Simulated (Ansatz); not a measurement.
Single points on In(H2S)H3 (InH₅S).

```yaml
crystal:
  periodic: [false, false, false]
  atoms:
    - {symbol: In, position_ang: [0.121722, -0.201920, -1.201930]}
    - {symbol: S, position_ang: [0.153761, -0.268328, 1.645341]}
    - {symbol: H, position_ang: [0.521202, 1.017816, 1.777408]}
    - {symbol: H, position_ang: [-1.149280, 0.035513, 1.772093]}
    - {symbol: H, position_ang: [1.842105, -0.185841, -1.341999]}
    - {symbol: H, position_ang: [-0.746290, 1.291430, -1.303323]}
    - {symbol: H, position_ang: [-0.743230, -1.688670, -1.347591]}
basis:
  gaussian: {orbitals: def2-SVP, initial_orbitals: start.molden}
hamiltonian: {xc: pbe, dispersion: d4}
scf: {omitted_lower_state_checks: [starts]}
output: {orbitals: {seedname: orbitals}}
```

The file start.molden holds the orbitals of an earlier run on this structure, at another level or in another basis.

```sh
$ ansatz run in.yaml --threads 4 --pin off --events-out ev --progress --plain --max-ram 3916MiB
```

It prints (some lines left out):

```
Functional definition: PBE
811 factors; their error is unknown
mean field evaluation 1: about -16080.8886 eV, gradient 2.9e1 eV
mean field evaluation 2: about -16081.1605 eV, gradient 4.1e-1 eV
mean field evaluation 4: about -16081.1379 eV, gradient 6.3e-2 eV
mean field -16081.13789620 eV, -590.9709174986 hartree, gradient 1.4e-5 eV, S^2 0.000000; 0 other end points of the search recorded, 0 dependent functions left out
reference -16081.13794360 eV, -590.9709192406 hartree; 21, 21 occupied and 48, 48 virtual orbitals, 811 factors
Total energy: -16081.25358048 eV, -590.9751688175 hartree
Checks for a lower state left out: starts
```

Run time 0.45 s (4 threads of Arm Neoverse V1 on a shared host).

As the first input, with `gaussian: {orbitals: def2-TZVP, initial_orbitals: start.molden}`, `correlation: {method: mp2}` and without the key `hamiltonian` (abridged; 0.65 s):

```
Functional definition: HF
mean field -16044.58491413 eV, -589.6276201841 hartree, gradient 2.1e-6 eV, S^2 0.000000
9 core orbitals not correlated: weight in the atoms' cores, before any rotation towards them, 1.000 or more for the frozen orbitals, at most 0.000 for the correlated occupied ones
second order -13.16435487 eV of doubles, -0.00000000 eV of singles
Total energy: -16057.74926900 eV, -590.1114013025 hartree
Checks for a lower state left out: starts
```

The first input with `gaussian: {orbitals: def2-TZVP, initial_orbitals: start.molden}`, `hamiltonian: {xc: {name: CAM-B3LYP}, dispersion: d4}` (abridged; 1 s):

```
Functional definition: CAM-B3LYP
mean field -16089.96499392 eV, -591.2953073565 hartree, gradient 6.9e-5 eV, S^2 0.000000
Total energy: -16090.06725056 eV, -591.2990652187 hartree
Checks for a lower state left out: starts
```

The first input with `gaussian: {orbitals: def2-TZVP, initial_orbitals: start.molden}`, `hamiltonian: {xc: hf}` (abridged; 0.4 s):

```
Functional definition: HF
mean field -16044.58463578 eV, -589.6276099547 hartree, gradient 8.0e-6 eV, S^2 0.000000
Total energy: -16044.58463578 eV, -589.6276099547 hartree
Checks for a lower state left out: starts
```

The first input with `gaussian: {orbitals: def2-TZVP, initial_orbitals: start.molden}`, `hamiltonian: {xc: {name: B97M-V}}` (abridged; 3.2 s):

```
Functional definition: B97M-V
mean field -16087.82308822 eV, -591.2165937740 hartree, gradient 2.5e-5 eV, S^2 0.000000
Total energy: -16087.82317511 eV, -591.2165969669 hartree
Checks for a lower state left out: starts
```

First input, but with `gaussian: {orbitals: def2-TZVP, initial_orbitals: start.molden}`, `hamiltonian: {xc: pbe}`, `correlation: {method: rpa}` and without the key `output` (abridged; 1.5 s):

```
Functional definition: PBE
mean field -16085.27345395 eV, -591.1228964426 hartree, gradient 1.6e-6 eV, S^2 0.000000
9 core orbitals not correlated: weight in the atoms' cores, before any rotation towards them, 1.000 or more for the frozen orbitals, at most 0.000 for the correlated occupied ones
Total energy: -16065.19692685 eV, -590.3850976800 hartree
Checks for a lower state left out: starts
```

As the first input, with `gaussian: {orbitals: def2-TZVP, initial_orbitals: start.molden}`, `hamiltonian: {xc: pbe0, dispersion: d4}` and without the key `scf` (abridged; 1 s):

```
Functional definition: PBE0
mean field evaluation 16: about -16086.3271 eV, gradient 1.1e-4 eV
mean field -16086.32713057 eV, -591.1616183442 hartree, gradient 7.3e-5 eV, S^2 0.000000; 1 other end points of the search recorded, 0 dependent functions left out
Total energy: -16086.42578483 eV, -591.1652438216 hartree
```

Geometry: r2SCAN-D4/def2-TZVP.

In the def2 sets In takes a core potential; there is no spin–orbit coupling. Correlated methods freeze 9 core orbitals; core or outer-core shells of In are correlated, in sets that lack core-valence functions.
